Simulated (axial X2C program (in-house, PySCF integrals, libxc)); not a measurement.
SnCl: nuclear properties from DFT to coupled cluster

Calculated with an in-house all-electron X2C program for linear molecules (integrals from PySCF): two-component X2C with atomic mean-field Coulomb and Gaunt terms, Gaussian nuclei, basis Sn dyall-acv3z, Cl dyall-av3z with contracted cores.

R = 2.383 Å (near the PBE0 minimum at charge 0 of the determinant lowest at the starting distance; the state shown can have its own minimum elsewhere); state Ω = 1/2 (⟨Sz⟩ = -0.50, ⟨Lz⟩ = 1.00 at PBE0).

```
level  Eeff magnitude (GV/cm)  Ws magnitude Sn (kHz)  A∥/gI Sn (MHz)  qzz Sn (a.u.)  A∥/gI Cl (MHz)  μ (D)
 PBE0                   0.716                  0.746            2750          -0.60             129  -2.72
   HF                   0.174                  0.269            2540          -0.77            80.2  -2.97
B3LYP                    1.07                   1.14            2630          -0.51             130  -2.74
```

Eeff is the effective electric field on the electron electric dipole moment in this Ω state and Ws the scalar–pseudoscalar constant of the nucleus named (defined with the proton number Z and per Ω); A∥ (defined per Ω) follows by multiplying with gI = μI/(I μN); qzz is the electric field gradient, eQq0 = 234.96 MHz × Q/barn × qzz; μ is positive if the Cl end (last atom) is positive. The operators were transformed with the bare-nucleus X2C matrices; with these basis sets, hyperfine constants and field gradients can be off by tens of per cent, and where levels differ in sign neither size nor sign is settled.

Finite-field MP2, CCSD and CCSD(T), with 21 electrons correlated in 130 natural virtual spinors (MP2 remainder added):

```json
{"level": "MP2", "Eeff magnitude (GV/cm)": "1.99", "Ws magnitude Sn (kHz)": "2.26", "A∥/gI Sn (MHz)": "2740", "qzz Sn (a.u.)": "-0.46", "A∥/gI Cl (MHz)": "139", "μ (D)": "-3.03"}
{"level": "CCSD", "Eeff magnitude (GV/cm)": "1.3", "Ws magnitude Sn (kHz)": "1.44", "A∥/gI Sn (MHz)": "2350", "qzz Sn (a.u.)": "-0.59", "A∥/gI Cl (MHz)": "110", "μ (D)": "-2.90"}
{"level": "CCSD(T)", "Eeff magnitude (GV/cm)": "1.41", "Ws magnitude Sn (kHz)": "1.56", "A∥/gI Sn (MHz)": "2320", "qzz Sn (a.u.)": "-0.57", "A∥/gI Cl (MHz)": "118", "μ (D)": "-2.82"}
```

T1 = 0.013 (Lee–Taylor). One unrestricted determinant, the lowest of a limited PBE0 search, is the reference; the functionals treat spin collinearly. The sign of Eeff is opposite to CCSD(T) at HF. Eeff spreads by more than a factor of two over the levels. Correlation of the inner shells is missing, which matters for properties at the nucleus. Number of frozen shells: Sn 4 s, 3 p, 1 d; Cl 2 s, 1 p.

Question: By how much does correlation change each value, CCSD(T) against HF?

Answer: A∥/gI Sn -9 %; qzz Sn -26 %; A∥/gI Cl 47 %; μ -5 %.
